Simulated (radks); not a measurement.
Q: Coherent X-ray form factor from a spherical all-electron density. Method: non-relativistic Kohn-Sham, PW91, spin-polarised, spherical densities, point nucleus; computed with a radial shooting solver on a logarithmic mesh with Libxc functionals.

sin(theta)/lambda (1/angstrom),f0 (electrons)
0.05,78.322
0.1,76.396
0.15,73.502
0.2,69.991
0.25,66.190
0.3,62.353
0.4,55.178
0.5,49.084
0.6,44.080
0.8,36.358
1,30.270
1.25,24.116
1.5,19.641
2,14.764

The species is in the configuration that NIST lists as its ground one. Which atom or ion scatters so?

A: The bismuth ion Bi4+, [Xe] 4f14 5d10 6s1. Extrapolating in s^2 from the first two rows gives f0(0) = 79.0, near the electron count 79; among species with that count, the fall with angle is slower the higher Z, and the table is that of Z = 83; from so few rows the species is fixed only to a neighbour or two.
